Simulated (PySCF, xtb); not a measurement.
HfF3, SMILES [F][Hf+]([F])[F], charge +1, multiplicity 1.

Harmonic wavenumbers (cm⁻¹) from GFN2-xTB (xtb) at its own minimum, in rising order: 140, 145, 145, 455, 496, 496.

What does PBE-D3(BJ)/def2-TZVP (PySCF 2.14.0) give at its own minimum? (The exact figures need the calculation; the answer reports its results.)

143, 181, 181, 705, 705, 728. Paired by order, the mean absolute difference is 128 cm⁻¹ and the zero-point energies are 2.7 and 3.8 kcal/mol.
